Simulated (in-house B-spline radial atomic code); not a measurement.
## Ionising Kr XI (Kr10+) with different functionals

Computed with a B-spline radial code for spherical atoms: four-component Dirac-Coulomb Hamiltonian, Fermi nucleus of rms radius 4.1884 fm, spin-restricted, spherical fractional occupations for the functionals, and exact exchange of hybrids averaged over the configuration. The ionisation energy is the difference of two self-consistent energies, [Ar] 3d8 → [Ar] 3d7, without Breit or QED terms; ε is the level of the shell that loses the electron (mean over j). The electron is taken from both j subshells in proportion to 2j + 1, so the result is a j average, not the step between ground levels.

```json
{"method": "B3LYP", "rung": "global hybrid", "ΔSCF (eV)": "311.94", "-ε(3d) (eV)": "296.35"}
{"method": "B97-1", "rung": "global hybrid", "ΔSCF (eV)": "311.89", "-ε(3d) (eV)": "296.54"}
{"method": "wB97X", "rung": "range-separated hybrid", "ΔSCF (eV)": "?", "-ε(3d) (eV)": "?"}
{"method": "HSE06", "rung": "range-separated hybrid", "ΔSCF (eV)": "?", "-ε(3d) (eV)": "?"}
```

**Question.** What does wB97X give?

**Answer.** ΔSCF 311.51 eV, and -ε(3d) = 298.73 eV.

**Question.** What does HSE06 give?

**Answer.** ΔSCF 311.75 eV, and -ε(3d) = 296.93 eV.

**Question.** Among the functionals, which spreads more, the ΔSCF values or the orbital energies?

**Answer.** The orbital energies: ΔSCF values span about 0.43 eV and the orbital energies 2.38 eV; here energy differences depend much less on the functional than eigenvalues do.

**Question.** How do they compare with the NIST value?

**Answer.** NIST lists 308 eV ± 3 (tabulated theory, ground level to ground level). Errors run from +3.51 to +3.94 eV; all lie within about twice that uncertainty, so the table can't rank the methods.
